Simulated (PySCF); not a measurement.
# Ge²⁺: excitation energy

Ge²⁺ [Ar] 3d10 4s2 (1S) → Ge²⁺ [Ar] 3d10 4s1 4p1 (3P), as a difference of total energies. Calculation: PySCF 2.14, in dyall-av2z (16s12p8d, 92 functions); the non-relativistic Hamiltonian (point nucleus). Correlated levels: valence: [Ar] 3d10 frozen; virtual orbitals above 40 to 60 times the deepest correlated orbital energy dropped. The calculations carry no spin-orbit coupling.

```tsv
method	excitation energy (cm⁻¹)
UHF	49002
MP2 (valence)	54572
SCS-MP2 (valence)	56100
CCSD (valence)	56924
```

A first-order spin-orbit estimate (lowest level to lowest level, LS coupling) adds -0.159 eV.

With two correlated electrons CCSD is exact in that space.
